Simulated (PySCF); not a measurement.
System: H6SSi2, singlet: bend at the central S, local threefold symmetry of each SiH3 group. Scanned: Si-S-Si angle. Other coordinates (S-Si length, H-Si-S angle, Si-H length) were minimised at B3LYP/def2-TZVP.

The free coordinates were minimised at B3LYP/def2-TZVP in PySCF; the energy column is PySCF with wB97X-V/def2-TZVP, in kcal/mol.

| a / ° | S-Si length / Å | H-Si-S angle / ° | Si-H length / Å | E |
|---|---|---|---|---|
| 180 | 2.110 | 108.8 | 1.477 | 26.2 |
| 172.50 | 2.111 | 108.8 | 1.477 | 25.7 |
| 165 | 2.114 | 108.9 | 1.477 | 24.1 |
| 157.50 | 2.119 | 108.9 | 1.478 | 21.7 |
| 150 | 2.124 | 108.9 | 1.478 | 18.6 |
| 142.50 | 2.129 | 109.0 | 1.478 | 15.1 |
| 135 | 2.134 | 109.1 | 1.478 | 11.5 |
| 127.50 | 2.138 | 109.1 | 1.479 | 8.0 |
| 120 | 2.141 | 109.2 | 1.479 | 4.9 |
| 112.50 | 2.144 | 109.3 | 1.479 | 2.4 |
| 105 | 2.148 | 109.4 | 1.480 | 0.6 |
| 97.50 | 2.154 | 109.4 | 1.480 | 0.0 |
| 90 | 2.163 | 109.5 | 1.480 | 1.0 |
